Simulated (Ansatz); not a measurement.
Reactions of C₄H₄F₆O, SMILES `FCC(F)C(F)(F)OC(F)F`.

Isolated molecules relaxed with PBE0-D4/def2-TZVP in Ansatz; ΔE leaves out vibrations. CCSD(T)/CBS adds triple-zeta CCSD(T) − MP2 to the extrapolated MP2 energy (def2 sets, frozen cores). This one scheme is used for every species, atoms too. For atomizations the MP2-based limit and the directly extrapolated one differ by several kJ/mol either way, and by 10 to 25 for some Ge, Se and Sn compounds, so smaller differences from it don't rank the levels. Functionals use def2-TZVPP. No spin–orbit coupling; open shells (•) take unrestricted orbitals. Spin–orbit coupling would lower the free atoms: a little for C, F, O. Each species was taken in one conformer, which may not be the lowest.

| reaction | PBE0-D4 (kJ/mol) |
| --- | --- |
| `FCC(F)C(F)(F)OC(F)F` → `FC(F)COC(F)(F)C(F)F` | 3 |
| `FCC(F)C(F)(F)OC(F)F` + `OC(F)F` → `FCC(F)OC(F)F` + `FC(F)OC(F)F` | 28 |
| `FCC(F)C(F)(F)OC(F)F` + H–F → `FC(F)OC(F)(F)F` + `FCCF` | -1 |
| `FCC(F)C(F)(F)OC(F)F` + H₂ → `FC[C@@H](F)[C@@H](F)OC(F)F` + H–F | -62 |
| `FCC(F)C(F)(F)OC(F)F` → `FCC(F)(F)OC(F)(F)CF` | 2 |
| `FCC(F)C(F)(F)OC(F)F` + H–F → `FCC(F)F` + `FC(F)OC(F)F` | 18 |
| `FCC(F)C(F)(F)OC(F)F` + H₂ → `FCC(F)C(F)F` + `OC(F)F` | -72 |
| `FCC(F)C(F)(F)OC(F)F` + CH₄ → `CC(F)(F)C(F)CF` + `OC(F)F` | -29 |
| `FCC(F)C(F)(F)OC(F)F` → `F[C]F` + `FCC(F)OC(F)F` | 270 |
| `FCC(F)C(F)(F)OC(F)F` → 4 C• + 6 F• + 4 H• + O• | 6196 |

(1) Give the CCSD(T)/CBS values in the same order. (Best estimate.)

Largest T1 diagnostic: 0.017, for `F[C]F`.

Results:

(1) Ansatz gave: 2, 32, 13, -71, 1, 31, -72, -33, 252, 6147 kJ/mol.
